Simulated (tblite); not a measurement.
Species: C5H9BrF2Si.
Numbering: `[F:1][C@@H:2]1[CH2:3][C@H:4]([F:5])[CH2:6][Si@H:7]([Br:8])[CH2:9]1` (hydrogens: H10 on C2; H11, H12 on C3; H13 on C4; H14, H15 on C6; H16 on Si7; H17, H18 on C9)

Computed with GFN2-xTB (tblite), gas phase: L-BFGS steps from a force-field or distance-geometry start until the largest atomic force falls under 0.01 eV/Å.

Step 9: E = -833.4415 eV
```
atom  x, y, z in Å  |  force x, y, z in eV/Å
F1     -1.5244    1.7191   -1.6347   -0.056  -0.073   0.211
C2     -0.6934    0.8450   -0.9607    0.049   0.153   0.140
C3     -1.4417    0.0775    0.1351    0.053  -0.024  -0.102
C4     -0.8243   -1.3170    0.2480    0.029   0.055  -0.035
F5     -1.5476   -2.0668    1.1553   -0.032   0.044   0.026
C6      0.6452   -1.3289    0.6816    0.064   0.097  -0.040
Si7     1.6729    0.1565    0.0611    0.056   0.160   0.026
Br8     3.1447    0.8006    1.6142   -0.156  -0.092  -0.139
C9      0.4744    1.5846   -0.3270    0.169  -0.079  -0.017
H10    -0.3299    0.1391   -1.7355   -0.215   0.270   0.124
H11    -2.4992   -0.0049   -0.1187   -0.010  -0.101  -0.089
H12    -1.3845    0.6027    1.0963    0.052  -0.093  -0.154
H13    -0.9542   -1.8317   -0.7139    0.063  -0.037  -0.007
H14     1.1088   -2.2460    0.3184   -0.002  -0.107   0.017
H15     0.6717   -1.4075    1.7710   -0.048   0.153   0.031
H16     2.4445   -0.1983   -1.1434   -0.080   0.049   0.218
H17     0.1358    2.1522    0.5484    0.045  -0.185  -0.110
H18     0.8926    2.3302   -1.0071    0.020  -0.191  -0.100
```

Step 10: E = -833.4590 eV
```
atom  x, y, z in Å  |  force x, y, z in eV/Å
F1     -1.5366    1.7480   -1.6110    0.026  -0.205   0.220
C2     -0.6979    0.8582   -0.9594   -0.029   0.068   0.082
C3     -1.4414    0.0762    0.1291    0.120  -0.174  -0.046
C4     -0.8253   -1.3242    0.2472    0.176   0.119  -0.080
F5     -1.5432   -2.0706    1.1595   -0.084   0.072   0.019
C6      0.6475   -1.3368    0.6847    0.001   0.230  -0.082
Si7     1.6699    0.1568    0.0556    0.014   0.035   0.080
Br8     3.1380    0.7944    1.6098   -0.121  -0.063  -0.090
C9      0.4747    1.5871   -0.3341    0.256  -0.139  -0.002
H10    -0.3355    0.1568   -1.7398   -0.286   0.313   0.077
H11    -2.4944   -0.0163   -0.1293   -0.093  -0.069  -0.098
H12    -1.3902    0.5918    1.0945    0.048  -0.048  -0.131
H13    -0.9536   -1.8465   -0.7122    0.062   0.006   0.013
H14     1.1109   -2.2599    0.3348   -0.012  -0.057   0.024
H15     0.6669   -1.3961    1.7768   -0.034   0.132  -0.020
H16     2.4587   -0.1949   -1.1353   -0.090   0.032   0.161
H17     0.1461    2.1591    0.5366    0.003  -0.114   0.009
H18     0.8967    2.3232   -1.0191    0.042  -0.136  -0.136
```

Question: Estimate the geometry and energy of step 11. (The exact step hangs on the optimiser's Hessian estimate; all steps are aligned on step 10, rigid shifts and turns removed.)

Answer: E = -833.4776 eV, largest force 0.397 eV/Å
```
atom  x, y, z in Å  |  force x, y, z in eV/Å
F1     -1.5498    1.7758   -1.5811    0.068  -0.247   0.213
C2     -0.7024    0.8734   -0.9552   -0.101  -0.045   0.021
C3     -1.4400    0.0722    0.1215    0.125  -0.264   0.019
C4     -0.8236   -1.3308    0.2450    0.257   0.127  -0.097
F5     -1.5396   -2.0729    1.1640   -0.092   0.117  -0.016
C6      0.6508   -1.3422    0.6869   -0.054   0.266  -0.090
Si7     1.6676    0.1577    0.0509   -0.038  -0.126   0.116
Br8     3.1281    0.7863    1.6032   -0.039  -0.012   0.013
C9      0.4794    1.5878   -0.3417    0.234  -0.144   0.009
H10    -0.3475    0.1823   -1.7436   -0.293   0.266  -0.034
H11    -2.4902   -0.0300   -0.1426   -0.114  -0.036  -0.097
H12    -1.3955    0.5787    1.0898    0.032  -0.001  -0.069
H13    -0.9517   -1.8625   -0.7100    0.068   0.042   0.023
H14     1.1125   -2.2753    0.3538   -0.031   0.047   0.043
H15     0.6609   -1.3811    1.7821   -0.014   0.111  -0.084
H16     2.4725   -0.1905   -1.1234   -0.070   0.002   0.059
H17     0.1577    2.1644    0.5235   -0.009  -0.027   0.131
H18     0.9019    2.3128   -1.0348    0.071  -0.074  -0.159
```

The energy changes by -0.0186 eV. The first-order estimate −F·Δx gives -0.0255 eV and the mean of the old and new forces, exact on a quadratic surface, -0.0187 eV. The step makes an angle of 68° with the force vector and moves no atom by more than 0.043 Å.

What follows is the cost of the whole relaxation. The run took 1.4 s on one thread of an Arm Neoverse N1, on a shared host.
